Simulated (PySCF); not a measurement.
Se(Me)(SMe) (C2H6SSe), SMILES CS[Se]C.

The structure is a stationary point at ωB97X-D3(BJ)/def2-SVP. One conformer was computed; it need not be the lowest.

Calculation: M06-2X/def2-TZVP (PySCF).

Isolated molecule, no solvent.

| Item | Result |
|---|---|
| total energy | -2879.58172 hartree |
| highest occupied level | -7.63 eV |
| lowest empty level | 0.17 eV |
| orbital gap | 7.80 eV |
| dipole moment | 1.98 D |
| quadrupole, principal values (traceless, Buckingham form, about the centre of nuclear charge) | -4.49, -1.50, 5.99 D·Å |
| mean static polarisability | 71.2 bohr³ (10.56 Å³) |
| polarisability, principal values | 58.8, 63.8, 91.1 bohr³ |
